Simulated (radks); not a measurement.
Task: Successive ionisation energies (eV) of one element, from differences of total energies of ions in their ground configurations, starting at charge 6: 160.30, 184.45, 208.87, 242.45, 269.50, 296.67, 352.12. All-electron calculation, non-relativistic Kohn-Sham, PBE, spin-polarised, spherical densities, point nucleus; open shells are filled with parallel spins first. Program: a radial shooting solver on a logarithmic mesh with Libxc functionals. Which element is it?

Result: Chromium (Z = 24). The first species listed is Cr6+ in [Ar], the last Cr12+ in [Ne] 3s2.
